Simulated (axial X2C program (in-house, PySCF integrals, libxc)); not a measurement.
# Which molecule has these constants?

Calculated with an in-house all-electron X2C program for linear molecules (integrals from PySCF), spin-free (one-electron X2C) or two-component (2c: spin–orbit coupling with atomic mean-field Coulomb and Gaunt terms, which also bring small scalar terms), in Dyall basis sets with cores contracted in-house; open shells are unrestricted.

A two-component PBE0 calculation in a Dyall 3-zeta basis gave Re = 2.765 Å, ωe = 265.1 cm⁻¹, De = 0.74 eV, Ω = 2.

Task: Which molecule is it?
A. SiC⁺
B. SiN⁺
C. BeSi⁺
D. LiSi⁺
E. SiO⁺

Result: D. The others have BeSi⁺ 2.284 Å and 463.4 cm⁻¹ (Ω = 1/2); SiN⁺ 1.794 Å and 789.6 cm⁻¹ (Ω = 1); SiC⁺ 1.823 Å and 836.5 cm⁻¹ (Ω = 3/2); SiO⁺ 1.526 Å and 1140.7 cm⁻¹ (Ω = 1/2).

Each entry is the lowest single determinant of a limited PBE0 search at one distance. De goes to single-determinant-based atoms at the same level (for ions the charge split of lowest energy) and is withheld (n/a) where an atom does not fit its ground term or J level. Main or longest-lived isotopes. One determinant is a doubtful description, or other states lie close, for LiSi⁺, SiN⁺, SiC⁺; these need not be ground states, and all values refer to the states named. Some open-shell Ω = 0 determinants are out of reach, so the Ω given for LiSi⁺, SiN⁺ need not be the lowest component. With several unpaired electrons the Ω given is that of one determinant, not necessarily of the lowest component. Some light 2c atoms are not at their ground J level, so De misses part of their lowering (0.04 eV or less). The functionals have no current term, which raises determinants with orbital currents. Where the atoms have a lower orbital projection than the molecule, De at mean-field level may be about a tenth of an eV too small.
